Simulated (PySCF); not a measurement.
PySCF 2.14 output of a UHF calculation on a single atom or ion in def2-QZVPPD (10s6p5d2f1g, 76 functions), with the non-relativistic Hamiltonian (point nucleus):

```
SCF conv_tol = 1e-09
number electrons alpha = 7  beta = 6
cycle= 1 E= -339.649674642098  delta_E= -0.00468  |g|= 0.0275  |ddm|= 0.0474
cycle= 2 E= -339.650424627242  delta_E= -0.00075  |g|= 0.0115  |ddm|= 0.0186
cycle= 3 E= -339.650581033466  delta_E= -0.000156  |g|= 0.000525  |ddm|= 0.0131
cycle= 4 E= -339.650581255893  delta_E= -2.22e-07  |g|= 7.74e-05  |ddm|= 0.000695
cycle= 5 E= -339.650581260819  delta_E= -4.93e-09  |g|= 1.75e-05  |ddm|= 0.000135
cycle= 6 E= -339.650581261053  delta_E= -2.35e-10  |g|= 3.59e-06  |ddm|= 3.47e-05
converged SCF energy = -339.650581261053  <S^2> = 0.76377049  2S+1 = 2.0137234
```

The run itself started from symmetry-adapted Hartree-Fock orbitals and held the occupation by maximum overlap, so the iterations belong to that start.

Problem. Which element, charge and spin multiplicity is this?

Solution. P²⁺ (phosphorus, charge +2), multiplicity 2; the state was [Ne] 3s2 3p1, 2P determinant.
